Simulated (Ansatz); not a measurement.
The cluster ZnCu₂⁻, relaxed as a doublet with UKS r2SCAN-D4/def2-TZVPD in Ansatz, starting from the GFN1-xTB geometry. Force threshold 0.02 eV/Å.

The highest occupied level of the charge -1 doublet lies above zero (up to 0.18 eV). By energy differences its removal costs 1.70 eV (vertical, to the charge 0 singlet, at r2SCAN-D4/def2-TZVPD); a positive level beside a positive removal energy at the same level points to self-interaction error. The relaxation made no stability test and no search for a lower SCF solution. The structure comes from a short search, and lower isomers may exist.

Start:

```
atom   x (Å)   y (Å)   z (Å)
 Cu1  -1.093   0.570  -0.530
 Cu2   1.019  -0.128  -0.936
 Zn3   0.074  -0.443   1.466
```

```json
{"step": "1", "energy (eV)": "-137702.0003", "largest force component (eV/Å)": "0.290", "SCF passes": "32"}
{"step": "2", "energy (eV)": "-137702.0060", "largest force component (eV/Å)": "0.161", "SCF passes": "32"}
{"step": "3", "energy (eV)": "-137702.0090", "largest force component (eV/Å)": "0.008", "SCF passes": "32"}
```

Force components are those of the run's own axes.

End:

```xyz
3

Cu   -1.125    0.585   -0.537
Cu    1.032   -0.140   -0.911
Zn    0.093   -0.445    1.448
```

By distances, no bond broke or formed. The bond that changes most is Cu1–Cu2, from 2.26 to 2.31 Å (atoms count from 1).

No frequencies were taken in this run, so the end may be a saddle point.

It took 14 s on 4 threads of Arm Neoverse V2 on a shared host.
